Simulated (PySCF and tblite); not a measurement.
Results of a calculation; reference values are marked as such.
System: C4H9ClSi, numbered as in [Cl:1][C@H:2]1[CH2:3][CH2:4][SiH2:5][CH2:6]1.

Motion: inversion of the 5-membered ring (2–3–4–5–6). GFN2-xTB gives an electronic barrier of 4.4 kcal/mol and a reaction energy of 0.1 kcal/mol.

(1) What does BP86/pcSseg-1 + D3(BJ) give on GFN2-xTB geometries?

Programs: tblite and PySCF.

## Answers

(1) A barrier of 5.7 kcal/mol, 1.3 above the tight-binding barrier (from unrounded values), a reaction energy of 0.4 kcal/mol and, with GFN2-xTB thermal terms, ΔG‡(298 K) = 5.9 kcal/mol and k = 2.7×10⁸ s⁻¹ (1 equivalent path).
